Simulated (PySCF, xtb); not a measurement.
C3H6OSi, SMILES OC[SiH2]C#C.

GFN2-xTB in xtb at its own geometry gives an orbital gap of 5.02 eV and a dipole moment of 1.47 D.

Coordinates come from a TPSSh-D3(BJ)/def2-SVP optimisation. The structure was generated by enumeration, and PubChem lists no compound with its InChIKey, so it may never have been made. Other conformers were not sampled.

Task: What does HF/def2-TZVP in PySCF give? (The exact figures need the calculation; the answer reports its results.)

Result: gap 13.81 eV (levels -10.70 and 3.11 eV), dipole 1.86 D.
